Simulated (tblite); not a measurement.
C7H11BO.
Atom-mapped SMILES: `[CH3:1][CH2:2][CH2:3][BH:4][c:5]1[cH:6][cH:7][cH:8][o:9]1` (hydrogens: H10, H11, H12 on C1; H13, H14 on C2; H15, H16 on C3; H17 on B4; H18 on C6; H19 on C7; H20 on C8)

Geometry (GFN2-xTB, Å), atoms numbered from 1 in this order:
```
atom  x, y, z in Å
C1    -2.827    0.997   -0.086
C2    -2.555   -0.484   -0.321
C3    -1.083   -0.730   -0.667
B4    -0.051   -0.450    0.493
C5     1.417   -0.171    0.169
C6     2.499    0.047    1.005
C7     3.627    0.252    0.193
C8     3.171    0.149   -1.092
O9     1.866   -0.100   -1.119
H10   -3.869    1.163    0.181
H11   -2.198    1.371    0.718
H12   -2.609    1.571   -0.985
H13   -3.193   -0.840   -1.134
H14   -2.817   -1.045    0.577
H15   -0.836   -0.176   -1.575
H16   -0.967   -1.787   -0.936
H17   -0.365   -0.492    1.620
H18    2.470    0.054    2.076
H19    4.633    0.448    0.504
H20    3.681    0.233   -2.033
```

Calculated harmonic vibrations of the isolated species, GFN2-xTB (tblite), most abundant isotopes, no scaling. Errors from tens to a few hundred cm⁻¹ against measured bands are possible. Modes of hydrogen on boron can be 10 to 20 % off. One conformer, not necessarily the lowest.

Harmonic wavenumbers (cm⁻¹): 25.8, 58.8, 103.8, 127.8, 196.0, 242.1, 283.3, 350.3, 398.1, 555.5, 596.5, 643.3, 701.5, 786.6, 802.3, 822.1, 830.3, 857.3, 859.7, 906.6, 928.2, 952.4, 1022.6, 1045.3, 1057.2, 1086.5, 1115.0, 1130.3, 1144.3, 1190.0, 1215.6, 1241.6, 1257.2, 1327.7, 1345.4, 1380.3, 1413.3, 1415.9, 1457.2, 1499.8, 1502.7, 1508.6, 1538.3, 2636.5, 2920.1, 2954.2, 2975.0, 2983.5, 3025.3, 3028.4, 3035.6, 3154.2, 3174.7, 3185.1.

A = 4763, B = 721.7, C = 686.9 MHz; mass 122.090 u (most abundant isotopes); point group C1, symmetry number 1.

Q: Zero-point energy?

A: Half the sum of the wavenumbers: 35998 cm⁻¹ = 102.92 kcal/mol.

Q: Entropy at 200 K, 1 bar (ideal gas, RRHO, classical rotation)?

A: Translation 38.36, rotation 28.11, vibration 19.28: S = 85.7 cal/(mol K).

Q: And Cp and H(200 K) − H(0)?

A: Cp = 26.39 cal/(mol K), of which vibrations give 18.44 (their classical limit is 54 R = 107.3); H(200 K) − H(0) = 3.53 kcal/mol without the zero-point energy, 1.94 from vibrations.

Q: How do the functions run with temperature in this model?

A: 
| T (K) | S (cal/(mol K)) | Cp (cal/(mol K)) | H − H(0) (kcal/mol) | G − H(0) (kcal/mol) | ln q(vib) |
| --- | --- | --- | --- | --- | --- |
| 100 | 70.8 | 18.0 | 1.32 | -5.75 | 2.28 |
| 300 | 98.4 | 37.1 | 6.69 | -22.83 | 7.23 |
| 500 | 122.5 | 57.8 | 16.28 | -44.95 | 12.12 |
| 800 | 154.4 | 77.7 | 36.89 | -86.61 | 19.49 |
| 1000 | 172.7 | 86.1 | 53.31 | -119.35 | 24.18 |

q(vib) and H(0) count from the zero-point level.

Q: Which modes carry the vibrational entropy at 200 K?

A: 25.8 cm⁻¹: 5.34; 58.8 cm⁻¹: 3.71; 103.8 cm⁻¹: 2.61; 127.8 cm⁻¹: 2.22; 196.0 cm⁻¹: 1.46; 242.1 cm⁻¹: 1.12 cal/(mol K); the other 48 give 2.82 together.

Hindered rotation and anharmonicity are outside this model. Other conformers, if any are populated, would add a mixing term that is left out. The structure is chiral; the term R ln 2 for an equal mix with its mirror image is left out.
